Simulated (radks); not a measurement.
The tellurium anion Te2-, [Xe], held by a Watson sphere: a shell of charge +2.15 at radius R that stands for the Madelung well of a crystal (potential energy -2.15/R inside, -2.15/r outside, in hartree with lengths in bohr). All-electron calculation, scalar-relativistic Kohn-Sham, r2SCAN, spin-polarised, spherical densities, finite nucleus; meta-GGA in the generalised Kohn-Sham scheme; Fermi nuclear charge, rms radius of each element as measured or else 0.836 A^(1/3) + 0.57 fm. Program: a radial shooting solver on a logarithmic mesh with Libxc functionals.

[
 {"R (bohr)": "3.01", "e(4d) (eV)": "-42.085", "e(5s) (eV)": "-16.724", "e(5p) (eV)": "-7.942", "<r> 5p (bohr)": "2.725", "sum of <r^2> (bohr^2)": "81.07", "X-ray form factor at sin(theta)/lambda = 0.3 1/angstrom": "35.958"},
 {"R (bohr)": "4.34", "e(4d) (eV)": "-40.444", "e(5s) (eV)": "-14.200", "e(5p) (eV)": "-5.766", "<r> 5p (bohr)": "3.009", "sum of <r^2> (bohr^2)": "94.16", "X-ray form factor at sin(theta)/lambda = 0.3 1/angstrom": "36.048"},
 {"R (bohr)": "4.36", "e(4d) (eV)": "-40.422", "e(5s) (eV)": "-14.170", "e(5p) (eV)": "-5.737", "<r> 5p (bohr)": "3.013", "sum of <r^2> (bohr^2)": "94.34", "X-ray form factor at sin(theta)/lambda = 0.3 1/angstrom": "36.048"},
 {"R (bohr)": "4.44", "e(4d) (eV)": "-40.337", "e(5s) (eV)": "-14.053", "e(5p) (eV)": "-5.622", "<r> 5p (bohr)": "3.027", "sum of <r^2> (bohr^2)": "95.04", "X-ray form factor at sin(theta)/lambda = 0.3 1/angstrom": "36.050"},
 {"R (bohr)": "4.51", "e(4d) (eV)": "-40.263", "e(5s) (eV)": "-13.953", "e(5p) (eV)": "-5.523", "<r> 5p (bohr)": "3.039", "sum of <r^2> (bohr^2)": "95.66", "X-ray form factor at sin(theta)/lambda = 0.3 1/angstrom": "36.051"},
 {"R (bohr)": "4.55", "e(4d) (eV)": "-40.221", "e(5s) (eV)": "-13.897", "e(5p) (eV)": "-5.467", "<r> 5p (bohr)": "3.045", "sum of <r^2> (bohr^2)": "96.00", "X-ray form factor at sin(theta)/lambda = 0.3 1/angstrom": "36.052"},
 {"R (bohr)": "5.37", "e(4d) (eV)": "-39.422", "e(5s) (eV)": "-12.891", "e(5p) (eV)": "-4.439", "<r> 5p (bohr)": "3.168", "sum of <r^2> (bohr^2)": "102.7", "X-ray form factor at sin(theta)/lambda = 0.3 1/angstrom": "36.061"}
]
